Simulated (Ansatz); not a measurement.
```yaml
crystal:
  periodic: [false, false, false]
  atoms:
    - {symbol: Si, position_ang: [0.364158, 0.720076, -0.017908]}
    - {symbol: H, position_ang: [0.926971, 0.297079, 1.265668]}
    - {symbol: H, position_ang: [1.984790, 0.708122, -0.220356]}
    - {symbol: C, position_ang: [-0.558407, 2.226565, -0.270786]}
    - {symbol: H, position_ang: [0.176119, 3.222158, 0.015272]}
    - {symbol: H, position_ang: [-1.443608, 2.224736, 0.094643]}
    - {symbol: H, position_ang: [-0.563162, 2.279797, -1.367776]}
    - {symbol: N, position_ang: [-0.384031, -0.785281, -0.123688]}
    - {symbol: C, position_ang: [0.155457, -1.950505, 0.206358]}
    - {symbol: H, position_ang: [-0.867596, -0.862139, -0.936252]}
    - {symbol: H, position_ang: [0.665430, -2.707647, -0.775794]}
    - {symbol: H, position_ang: [0.434523, -2.091880, 1.384306]}
    - {symbol: H, position_ang: [-1.187617, -2.695481, 0.172546]}
basis:
  gaussian: {orbitals: def2-TZVP}
hamiltonian: {xc: {name: B3LYP5}}
scf: {lower_state_search: off}
output: {forces: true}
```

```sh
$ ansatz run in.yaml --threads 4 --pin off --events-out ev --progress --plain --max-ram 3916MiB
```

It prints (some lines left out):

```
Functional definition: B3LYP5
1172 factors; their error is unknown
mean field evaluation 1: about -11566.9409 eV, gradient 8.4e1 eV
mean field evaluation 2: about -11540.9483 eV, gradient 1.3e2 eV
mean field evaluation 4: about -11581.7888 eV, gradient 9.9e0 eV
mean field evaluation 8: about -11582.0111 eV, gradient 1.9e-1 eV
mean field evaluation 16: about -11582.0241 eV, gradient 5.4e-3 eV
mean field -11582.02413203 eV, -425.6315362742 hartree, gradient 5.0e-6 eV, S^2 0.000000; 0 other end points of the search recorded, 0 dependent functions left out
reference -11582.02442662 eV, -425.6315471000 hartree; 21, 21 occupied and 163, 163 virtual orbitals, 1172 factors
Total energy: -11582.02442662 eV, -425.6315471000 hartree
Atom 0 at     0.364158     0.720076    -0.017908 Å, force     5.100635    -1.031185     2.861169 eV/Å
Atom 1 at     0.926971     0.297079     1.265668 Å, force    -0.499412     0.841507     1.621049 eV/Å
Atom 2 at     1.984790     0.708122    -0.220356 Å, force    -1.543653     0.551661    -1.553489 eV/Å
Atom 3 at    -0.558407     2.226565    -0.270786 Å, force     7.566971     3.180931    -3.002714 eV/Å
Atom 4 at     0.176119     3.222158     0.015272 Å, force    -2.263781    -2.851156    -0.436027 eV/Å
Atom 5 at    -1.443608     2.224736     0.094643 Å, force    -5.860038     0.459566     2.547595 eV/Å
Atom 6 at    -0.563162     2.279797    -1.367776 Å, force    -0.530711     0.379409    -0.000508 eV/Å
Atom 7 at    -0.384031    -0.785281    -0.123688 Å, force    -0.130429     3.708621    -0.668192 eV/Å
Atom 8 at     0.155457    -1.950505     0.206358 Å, force    -2.504089    -8.113730     0.862984 eV/Å
Atom 9 at    -0.867596    -0.862139    -0.936252 Å, force    -2.151422    -0.558409    -2.806478 eV/Å
Atom 10 at     0.665430    -2.707647    -0.775794 Å, force    -0.648139     2.396461     3.372892 eV/Å
Atom 11 at     0.434523    -2.091880     1.384306 Å, force     0.034187     0.315291    -3.339456 eV/Å
Atom 12 at    -1.187617    -2.695481     0.172546 Å, force     3.429881     0.721033     0.541178 eV/Å
Dipole moment:    -0.305113     0.337565    -0.361167 e Å
Checks for a lower state left out: stability, starts, cluster_reference, orbital_swaps, neighbouring_geometries, increment
```

It took 1.8 s on 4 threads of Intel Xeon on a shared host.
